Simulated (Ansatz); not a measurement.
Consider the ligand exchange at a B–F bond: `FBF` + HBr → `FBBr` + H–F.

Calculated with Ansatz (gas phase, PBE0-D4/def2-TZVP geometries, no zero-point term in ΔE). CBS: MP2 limit from def2 TZ/QZ plus the TZ coupled-cluster correction, frozen cores. This one scheme is used for every species. Functionals use def2-TZVPP. B3LYP here is the variant with VWN-RPA as its local correlation; programs differ in this. HSE06 is defined as in plane-wave codes. For Br outer-core shells are correlated without core-valence functions, which leaves a few kJ/mol of doubt a bond. Scalar relativity is left out up to krypton.

```json
{"level": "B97M-V", "ΔE (kcal/mol)": "20.4"}
{"level": "B3LYP-D4", "ΔE (kcal/mol)": "19.7"}
{"level": "r2SCANh-D4", "ΔE (kcal/mol)": "18.9"}
{"level": "HSE06", "ΔE (kcal/mol)": "17.9"}
{"level": "HF/def2-SVP", "ΔE (kcal/mol)": "25.1"}
{"level": "CCSD(T)/def2-SVP", "ΔE (kcal/mol)": "23.7"}
{"level": "SCS-MP2/def2-TZVPP", "ΔE (kcal/mol)": "18.7"}
{"level": "CCSD(T)/def2-TZVPP", "ΔE (kcal/mol)": "18.7"}
```

(1) What does CCSD(T)/CBS give? (An estimate is asked.)

(2) What do rigid-rotor, harmonic-oscillator terms from PBE0-D4/def2-TZVP frequencies (298.15 K, 1 bar) make of the CCSD(T)/CBS value? (An estimate is asked.)

Largest T1 diagnostic among the species: 0.013.

## Answers

(1) Computed: +17.4 kcal/mol. The listed levels differ from it by 3.0, 2.3, 1.5, 0.5, 7.7, 6.3, 1.3, 1.3 kcal/mol.

(2) Computed: ΔZPE = +0.8 kcal/mol, ΔH = +18.4 kcal/mol, ΔS = 4 J/(mol·K), ΔG = +18.1 kcal/mol.

At CCSD(T), def2-SVP lies +6.3 kcal/mol from the extrapolated value and def2-TZVPP +1.4 kcal/mol. In def2-TZVPP, CCSD(T) changes the Hartree–Fock value by −4.2 kcal/mol (the triples alone add −0.7 kcal/mol) and MP2 by −5.5 kcal/mol. The D4 term adds −0.9 kcal/mol with B3LYP and −0.4 kcal/mol with PBE0; it sums over pairs of atoms, weighted by their polarisabilities, and B3LYP, whose exchange is more repulsive, gets the larger term.
